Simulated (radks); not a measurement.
Values are calculated unless marked as measured or tabulated.
Spherical jellium clusters: N electrons in a uniform positive sphere of charge N and radius rs N^(1/3), rs = 5.93 bohr. Level of theory: non-relativistic Kohn-Sham, LDA (Slater exchange, Perdew-Wang correlation), spin-polarised, spherical densities (a radial shooting solver with Libxc functionals). Levels are named by radial order and angular momentum (1s, 1p, 1d, 2s, ...), and open shells are averaged over m.

N = 35, configuration 1s2 1p6 1d10 2s2 1f14 2p(up 1, down 0). This is the lowest configuration that the search found. Occupied and some empty levels:

level    occupation  eigenvalue (eV)  <r> (bohr)
1s up             1          -3.3576       11.04
1s down           1          -3.3037       11.61
1p up             3          -3.0705       13.52
1p down           3          -3.0439       13.76
1d up             5          -2.7309       14.88
1d down           5          -2.7161       14.96
2s up             1          -2.6304       11.52
2s down           1          -2.5637       11.12
1f up             7          -2.3279       15.81
1f down           7          -2.3177       15.83
2p up             1          -2.0731       12.35
2p down           0          -2.0035       12.40
1g up             0          -1.8619       16.56
1g down           0          -1.8533       16.56
2d up             0          -1.4672       13.91
2d down           0          -1.4178       14.10
3s up             0          -1.3708       13.32
3s down           0          -1.3310       13.36

Energy (eV): total -62.7634, kinetic 29.833, external -2059.9, Hartree 1029.8, exchange-correlation -93.505, background 1031.1.
